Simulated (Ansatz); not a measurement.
Computed with Ansatz on PBE0-D4/def2-TZVP structures; ΔE is electronic, products minus reactants. CBS: MP2 limit from def2 TZ/QZ plus the TZ coupled-cluster correction, frozen cores. Functionals use def2-TZVPP. B3LYP here is the variant with VWN-RPA as its local correlation; programs differ in this. HSE06 is defined as in plane-wave codes. For Br, Ge outer-core shells are correlated without core-valence functions, which leaves a few kJ/mol of doubt a bond. Scalar relativity is left out up to krypton.

`[F][GeH2][GeH3]` + `[F][Al]([F])[Br]` → `[F][GeH]([F])[GeH3]` + `[F][AlH][Br]`  (redistribution)

Question: Is it downhill or uphill in electronic energy at CCSD(T)/CBS, and by how much? (Best estimate.)

Answer: Computed: Uphill: ΔE = +104.9 kJ/mol.

Question: What do these levels give: PBE-D4, revPBE-D4, r2SCAN-D4, B97M-V, CAM-B3LYP-D4, ωB97M-V, B3LYP, HSE06, LC-ωPBE, RPA@PBE/def2-TZVPP, CCSD(T)/def2-SVP, HF/def2-QZVPP? (Best estimate.)

Answer: Ansatz gave: PBE-D4 92.7, revPBE-D4 92.7, r2SCAN-D4 99.0, B97M-V 91.1, CAM-B3LYP-D4 97.4, ωB97M-V 96.2, B3LYP 96.7, HSE06 96.5, LC-ωPBE 98.1, RPA@PBE/def2-TZVPP 98.0, CCSD(T)/def2-SVP 97.9, HF/def2-QZVPP 97.4 kJ/mol.

Largest T1 diagnostic among the species: 0.012.

From PBE to PBE0 (25 % exact exchange), in def2-TZVPP and without D4, ΔE moves by +4.5 kJ/mol. At CCSD(T), def2-SVP lies −7.0 kJ/mol from the extrapolated value and def2-TZVPP −3.5 kJ/mol.
